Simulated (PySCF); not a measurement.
Compound: C₈H₈O₂.
SMILES with atom numbers: `[O:1]=[C:2]([OH:3])[C:4]1=[CH:5][CH:6]=[CH:7][C:8]12[CH2:9][CH2:10]2` (hydrogens: H11 on O3; H12 on C5; H13 on C6; H14 on C7; H15, H16 on C9; H17, H18 on C10)

Computed with PySCF at CAM-B3LYP/def2-SVPD, non-relativistic, on one gas-phase PBE0-D3(BJ)/def2-SVP geometry that isn't relaxed in the solvent. The solvent is an IEF-PCM continuum (Bondi radii, 1.10 Å for H, scaled by 1.2). The model holds no explicit solvent molecules, cavitation or dispersion.

Gas phase at CAM-B3LYP/def2-SVPD: HOMO -7.96 eV, LUMO -0.67 eV, dipole 1.52 D.

Task: What does the continuum do to the energy, the frontier levels and the dipole at CAM-B3LYP/def2-SVPD in acetonitrile and dimethylsulfoxide?

Result: 
```csv
solvent,ε,E(solvent) − E(gas) (kJ/mol),polarisation term (kJ/mol),distortion of the solute (kJ/mol),HOMO (eV),LUMO (eV),dipole (D)
acetonitrile,35.69,-28.97,-32.72,3.75,-7.96,-0.68,2.13
dimethylsulfoxide,46.83,-29.30,-33.15,3.85,-7.96,-0.68,2.14
```

The polarisation term is half the interaction of the solute with the surface charges that it induces; the rest is the cost of distorting the solute's density. The sum is the electrostatic part of solvation alone. From acetonitrile to dimethylsulfoxide the lowering changes by a factor 1.01, Onsager's factor (ε − 1)/(2ε + 1) by 1.01 and ε itself by 1.3.

Task: Which radius a makes the point-dipole formula ΔE = −[(ε − 1)/(2ε + 1)]·μ²/a³ give the value in dimethylsulfoxide, with the gas-phase dipole?

Result: μ = 0.596 au and |ΔE| = 0.01116 Eh give a = 1.32 Å; the farthest nucleus lies 3.78 Å from the centroid of the nuclei, so such a sphere wouldn't even hold the nuclei. The formula assumes a rigid point dipole at the centre of a sphere.

Task: How does the static polarisability (CAM-B3LYP/def2-SVPD, frozen core, with the continuum's full static response) change?

Result: 
```tsv
medium	isotropic (au)	principal values (au)	⟨r²⟩ of the electrons (bohr²)
gas	99.0	65.9, 111.2, 120.0	1310.7
acetonitrile	139.6	92.2, 152.3, 174.1	1309.1
dimethylsulfoxide	140.1	92.7, 152.9, 174.8	1309.0
```

The isotropic value in dimethylsulfoxide is 1.41 times the gas-phase one; no cavity-field correction is applied. ⟨r²⟩ is taken about the centre of nuclear charge.

Conformer computed: `[O:1]=[C:2]([OH:3])[C:4]1=[CH:5][CH:6]=[CH:7][C:8]12[CH2:9][CH2:10]2`: O1–C2–C4–C5 180°, H–O3–C2–O1 0°.
